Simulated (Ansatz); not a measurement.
Species: H$_{4}$BSiO, charge 0, doublet. H4BSiO (SMILES [SiH3]B[O], doublet).
B3LYP-D3(BJ)/def2-TZVP minimum from Ansatz (an electronic-structure program):
```
Si
H 1 1.4747
H 1 1.4818 2 111.15
H 1 1.4818 2 111.15 3 -123.19
B 1 2.1202 2 111.00 4 -118.41
O 5 1.2548 1 110.43 2 0.00
H 5 1.2020 6 134.76 1 -180.00
```
Charge 0, spin multiplicity 2.

Total energies in cc-pV(D+d)Z, 17 correlated electrons, 7 frozen orbitals. Radicals and triplets start from unrestricted determinants; spin-orbit coupling is neglected. Cores are frozen in correlated methods. No relativity. The UHF reference of H4BOSi ([O]B[SiH3], doublet) is spin-contaminated (<S^2> up to 0.04 over the pure value in the sets run).

```tsv
method	program	energy (Eh)	minus CCSDT(Q) (mEh)
HF	Ansatz	-390.80247	413.23
MP2	Ansatz	-391.14685	68.85
CCSD	Ansatz	-391.20080	14.90
CCSD(T)	Ansatz	-391.21255	3.14
CCSDT(Q)	Ansatz	-391.21570	0.00
```

Rough core times of Ansatz's runs on a shared machine: CCSD(T) 20 s, CCSDT(Q) 9 min.
